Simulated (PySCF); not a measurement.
**Spinor energies of I⁴⁴⁺ (iodine, charge +44)**

Start: [He] 2s2 2p5; 2p1/2 filled at m_j = -1/2, +1/2; 2p3/2 filled at m_j = -1/2, +1/2, +3/2. Calculated with PySCF 2.14 in an even-tempered Gaussian basis (17 s from 23 bohr⁻², ratio 2.4; 12 p from 30 bohr⁻², ratio 2.4; 5 d from 110 bohr⁻², ratio 2.6; 4 f from 160 bohr⁻², ratio 2.6): generalised Hartree-Fock with the X2C-1e Hamiltonian and a Gaussian nucleus; one run each with spin-orbit coupling (SO) switched off, then screened by Boettger's factors.

```json
{"spinor shell": "1s1/2", "electrons": "2", "ε, spin-free (eV)": "-36555.4", "ε, screened SO (eV)": "-36548.2", "weight of nominal j (screened SO)": "1.000", "rms radius, screened SO (bohr)": "0.0311"}
{"spinor shell": "2s1/2", "electrons": "2", "ε, spin-free (eV)": "-8159.3", "ε, screened SO (eV)": "-8157.3", "weight of nominal j (screened SO)": "1.000", "rms radius, screened SO (bohr)": "0.123"}
{"spinor shell": "2p1/2", "electrons": "2", "ε, spin-free (eV)": "-7677.2", "ε, screened SO (eV)": "-7893.6", "weight of nominal j (screened SO)": "0.999", "rms radius, screened SO (bohr)": "0.106"}
{"spinor shell": "2p3/2", "electrons": "3", "ε, spin-free (eV)": "-7677.2", "ε, screened SO (eV)": "-7578.1", "weight of nominal j (screened SO)": "0.999", "rms radius, screened SO (bohr)": "0.111"}
```

```
   quantity    spin-free  screened SO
E (hartree)  -5069.72432  -5075.05835
        M_J          3/2          3/2
       ⟨J²⟩        3.750        3.750
       ⟨L²⟩        2.000        2.006
       ⟨S²⟩        0.750        0.756
```

Each row is a mean over spinors that exchange with the open shell spreads, by up to 43.296 eV (2s1/2).

Breit and QED terms are absent; they matter most for the inner s and p1/2 levels.

Densities and radii are taken from the X2C orbitals without a picture-change correction, which distorts them close to the nucleus.

Without spin-orbit coupling the j labels of p, d and f shells carry no meaning; the spin-free column gives the mean over the occupied spinors of each nl shell.
